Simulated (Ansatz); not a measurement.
`NCC[SiH2]F` → `CN([SiH3])CF`  (isomerisation)

Computed with Ansatz on PBE0-D4/def2-TZVP structures; ΔE is electronic, products minus reactants. CBS: MP2 limit from def2 TZ/QZ plus the TZ coupled-cluster correction, frozen cores. DFT in def2-TZVPP. One conformer a species, not always the lowest.

`NCC[SiH2]F`:

Z-matrix (Å, degrees):
```
C
C 1 1.521
N 1 1.455 2 110.5
H 1 1.095 2 109.4 3 -118.3
H 1 1.101 2 109.1 3 125.6
Si 2 1.858 1 114.8 3 174.7
H 2 1.097 1 110.2 3 -62.8
H 2 1.097 1 109.3 3 53.5
H 3 1.013 1 110.2 2 62.7
H 3 1.013 1 110.7 2 -179.3
F 6 1.606 2 109.8 1 62.2
H 6 1.486 2 111.3 1 -56.0
H 6 1.485 2 111.2 1 -179.1
```

`CN([SiH3])CF`:

Z-matrix (Å, degrees):
```
C
N 1 1.452
H 1 1.095 2 109.9
H 1 1.095 2 112.7 3 120.8
H 1 1.092 2 110.0 3 -118.4
Si 2 1.733 1 119.3 3 151.0
C 2 1.401 1 115.6 3 -50.4
H 6 1.486 2 107.8 1 -52.3
H 6 1.490 2 114.3 1 67.2
H 6 1.484 2 106.9 1 -172.0
F 7 1.405 2 112.7 1 -72.9
H 7 1.095 2 110.9 1 45.0
H 7 1.092 2 110.7 1 168.2
```

| level | ΔE (kJ/mol) | difference from CCSD(T)/CBS |
| --- | --- | --- |
| PBE-D4 | 150.8 | -17.8 |
| PBE0-D4 | 157.2 | -11.4 |
| ωB97X-V | 154.4 | -14.2 |
| ωB97M-V | 160.2 | -8.4 |
| r2SCAN | 159.7 | -8.9 |
| SCS-MP2/def2-TZVPP | 163.6 | -5.0 |
| CCSD/def2-TZVPP | 163.3 | -5.3 |
| SCS-MP2/def2-QZVPP | 168.6 | 0.0 |
| MP2/CBS(def2) | 176.3 | 7.7 |
| CCSD/CBS(def2) | 170.6 | 2.0 |
| CCSD(T)/CBS | 168.6 | 0 |

Largest T1 diagnostic among the species: 0.011.

The D4 term adds −3.4 kJ/mol with B3LYP and −1.8 kJ/mol with PBE0; it sums over pairs of atoms, weighted by their polarisabilities, and B3LYP, whose exchange is more repulsive, gets the larger term. From PBE to PBE0 (25 % exact exchange), in def2-TZVPP and without D4, ΔE moves by +6.0 kJ/mol.

B3LYP here is the variant with VWN-RPA as its local correlation; programs differ in this.
